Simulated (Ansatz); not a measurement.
Computed with Ansatz.

CH₉NOSi₂, SMILES `NC([SiH3])[SiH2]O` at its PBE0-D4/def2-TZVP geometry, where that method's forces vanish. The species carries charge 0 and has multiplicity 1.

| atom | x (Å) | y (Å) | z (Å) |
| --- | --- | --- | --- |
| N1 | -0.839 | -0.762 | -1.262 |
| C2 | -0.590 | 0.137 | -0.121 |
| Si3 | -0.091 | 1.834 | -0.761 |
| Si4 | 0.608 | -0.581 | 1.127 |
| O5 | 0.058 | -2.117 | 1.403 |
| H6 | -1.038 | -1.700 | -0.932 |
| H7 | -0.016 | -0.830 | -1.849 |
| H8 | -1.542 | 0.305 | 0.401 |
| H9 | -1.209 | 2.482 | -1.493 |
| H10 | 1.063 | 1.681 | -1.690 |
| H11 | 0.325 | 2.703 | 0.374 |
| H12 | 0.650 | 0.211 | 2.389 |
| H13 | 1.986 | -0.633 | 0.556 |
| H14 | 0.634 | -2.729 | 1.860 |

Problem. For each bond, give half the difference of the two atoms' forces along it (eV/Å; positive pushes the atoms apart) under PBE-D4, r2SCAN-D4, B3LYP-D4, ωB97M-V in def2-TZVPP. (Best estimate.)

Solution. The calculation gave: 
```csv
bond,length (Å),PBE-D4,r2SCAN-D4,B3LYP-D4,ωB97M-V
N1–C2,1.474,0.10,0.28,0.29,0.30
N1–H6,1.014,0.24,-0.02,-0.07,-0.08
N1–H7,1.014,0.24,0.00,-0.05,-0.07
C2–Si3,1.881,0.00,-0.02,0.06,0.01
C2–Si4,1.873,-0.01,-0.04,0.03,-0.07
C2–H8,1.099,0.11,-0.03,-0.13,-0.11
Si3–H9,1.485,0.08,-0.02,-0.10,-0.12
Si3–H10,1.489,0.07,-0.02,-0.07,-0.10
Si3–H11,1.489,0.05,-0.03,-0.08,-0.09
Si4–O5,1.654,0.32,0.04,0.13,0.14
Si4–H12,1.491,-0.01,-0.03,-0.12,-0.14
Si4–H13,1.493,0.00,-0.03,-0.10,-0.12
O5–H14,0.957,0.33,0.03,-0.02,-0.05
```

B3LYP here is the variant with VWN-RPA as its local correlation; programs differ in this.
